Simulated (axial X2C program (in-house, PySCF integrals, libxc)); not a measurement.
## CuB⁻: from the spin-free to the two-component result

Computed with an in-house relativistic program for diatomic molecules. Spin-free means the one-electron spin-free X2C Hamiltonian; two-component (2c) means X2C with spin–orbit coupling and atomic mean-field two-electron Coulomb and Gaunt terms, so the difference of the two also holds small scalar two-electron terms. Basis: Cu dyall-acv3z [10s10p7d4f2g], B dyall-av3z [8s7p3d2f] (cores contracted in-house); Gaussian nuclei, density fitting, unrestricted open shells. Masses: Cu 62.930 u, B 11.009 u.

Spin-free state: M_S = 1/2, Λ = 1 (beyond evenly filled blocks: π+α); fragments Cu- + B.

| level | Re (Å) | ωe (cm⁻¹) | De (eV) | μ (D) |
| --- | --- | --- | --- | --- |
| PBE0 | 1.911 | 505.2 | 2.052 | -3.64 |
| TPSS | 1.882 | 555.6 | 2.333 | -2.99 |

Dipoles are positive if B is the positive end and refer to the centre of mass.

**Question.** Within this multiplet, which Ω should lie lowest by the rule for regular and inverted multiplets?

**Answer.** The open π shell holds one electron, so the multiplet is regular: Ω = Λ − 1/2 = 1/2. The PBE0 2c search agrees, though Ω = 3/2 of the search lies only 0.02 eV higher.

Two-component determinant lowest at the distance of the search:

Ω = 1/2 (⟨Sz⟩ = -0.50, ⟨Lz⟩ = 1.00 at PBE0); fragments Cu- + B.

| level | Re (Å) | ωe (cm⁻¹) | De (eV) | μ (D) |
| --- | --- | --- | --- | --- |
| PBE0 | 1.909 | 506.4 | 2.061 | -3.62 |
| TPSS | 1.881 | 556.3 | 2.342 | -3.02 |

**Question.** From the two tables, how do the constants change at the PBE0 level (2c against spin-free)?

**Answer.** At the PBE0 level Re decreases by 0.002 Å and ωe increases by 1.2 cm⁻¹; De is not compared, since the atomic limits differ or miss part of their spin–orbit lowering.

The state is one determinant whose occupation by symmetry is held fixed; it was picked as the lowest of a PBE0 search that is not exhaustive. Dissociation energies refer to the lowest single-determinant-based atoms at the same level and basis. Density functionals use the spin component along the axis (collinear). The 2c atoms are single determinants rather than J levels; their spin–orbit lowering is only partly caught, and De is too large by that part. This holds for PBE0, TPSS. Without a current term, density functionals place determinants with orbital angular momentum somewhat too high. The highest occupied level of some functionals is positive through self-interaction error; at Hartree–Fock it is bound.
